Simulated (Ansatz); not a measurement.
Start from `BNCCN` and change one atom or group to get `NCC[SiH2]N`.

Ansatz, PBE0-D4/def2-TZVP geometries, multiplicity 1. Each molecule was computed in one conformer, which needn't be the lowest.

```tsv
property	`BNCCN`
HOMO–LUMO gap (PBE/def2-TZVPP) / eV	5.22
HOMO–LUMO gap (ωB97M-V/def2-TZVPP) / eV	11.66
HOMO–LUMO gap (B3LYP/def2-TZVPP) / eV	7.10
size of the dipole moment (B3LYP/def2-TZVPP) / D	3.42
HOMO energy (ωB97M-V/def2-TZVPP) / eV	-9.60
size of the dipole moment (ωB97M-V/def2-TZVPP) / D	3.42
```

Question: What does the change do to each property? (An estimate is asked.)

Answer: Ansatz gave: 
```
                                          property  `NCC[SiH2]N`  shift
               HOMO–LUMO gap (PBE/def2-TZVPP) / eV          5.06  -0.16
           HOMO–LUMO gap (ωB97M-V/def2-TZVPP) / eV         11.22  -0.44
             HOMO–LUMO gap (B3LYP/def2-TZVPP) / eV          6.84  -0.26
  size of the dipole moment (B3LYP/def2-TZVPP) / D          2.48  -0.94
             HOMO energy (ωB97M-V/def2-TZVPP) / eV         -9.18   0.42
size of the dipole moment (ωB97M-V/def2-TZVPP) / D          2.52  -0.90
```

With PBE0 the HOMO rises by 0.43 eV and the LUMO rises by 0.23 eV, so the gap narrows by about 0.20 eV. PBE moves the HOMO by 0.51 eV and ωB97M-V by 0.42 eV. Dipoles are sizes alone; their direction can turn.

B3LYP here is the variant with VWN-RPA as its local correlation; programs differ in this.
